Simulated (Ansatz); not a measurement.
Ligand exchange: C3H9MgN + In(NH2)3 → C2H8MgN2 + In(CH3)(NH2)2

Species: C3H9MgN `[CH3][Mg][N](C)C`, singlet; In(NH2)3, singlet; C2H8MgN2 `C[N](C)[Mg][NH2]`, singlet; In(CH3)(NH2)2, singlet. The partners trade CH3 for NH2: Mg–CH3 and In–NH2 bonds give way to Mg–NH2 and In–CH3.

Shapes, held fixed at every level: PBE0-D4/def2-TZVP. Programs: Ansatz 0.2.0. Electronic energies: no zero-point or thermal term.

**Question.** Estimate ΔE of this reaction.

**Answer.** The highest level, CCSD(T)/def2-TZVPP, gives ΔE = -51.0 kJ/mol; the levels span -62.7 to -46.8. The column of differences is taken from that level and isn't an error. No measured value is set beside it here. For atoms past krypton def2 sets carry core potentials with scalar relativity. Outer-core shells of In, Mg are correlated, in sets that cover them unevenly.

| level | kind | ΔE (kJ/mol) | less CCSD(T)/def2-TZVPP |
| --- | --- | --- | --- |
| HF/def2-SVP | Hartree–Fock | -62.7 | -11.7 |
| PBE-D4/def2-TZVPP | GGA | -46.8 | +4.2 |
| r2SCAN-D4/def2-TZVPP | meta-GGA | -52.5 | -1.5 |
| PBE0-D4/def2-TZVPP | global hybrid | -49.6 | +1.4 |
| MP2/def2-TZVPP | perturbation theory | -54.9 | -3.9 |
| CCSD/def2-SVP | coupled cluster or CI | -58.1 | -7.1 |
| CCSD(T)/def2-TZVPP | coupled cluster or CI | -51.0 | 0.0 |
